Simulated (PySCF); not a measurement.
BCl$_{3}$ (SMILES ClB(Cl)Cl), singlet, geometry from GFN2-xTB. Base run: M062X/cc-pVDZ run with PySCF.

PySCF was given this input:
```python
from pyscf import gto, scf, dft

mol = gto.M(
    atom='''
B    -0.00012924    0.00017465   -0.01065182
Cl    0.02666439    1.72290836    0.02897049
Cl    1.47887022   -0.88426276   -0.03139692
Cl   -1.50549659   -0.83869697    0.00555932
''',
    basis='cc-pvdz',
    verbose=4,
    symmetry=True,
)

mf = dft.RKS(mol)
mf.xc = 'm062x'
mf.kernel()
mf.analyze()
```

Variants of this job, named by their change:

| change | ΔE vs base (eV) | point group used | SCF cycles |
|---|---|---|---|
| base | 0.00 | Cs | 8 |
| irrep_nelec = A':36 A":20 | 14.89 | Cs | 10 |
| irrep_nelec = A':32 A":24 | 26.19 | Cs | 18 |
| symmetry = off | 0.00 | C1 | 8 |
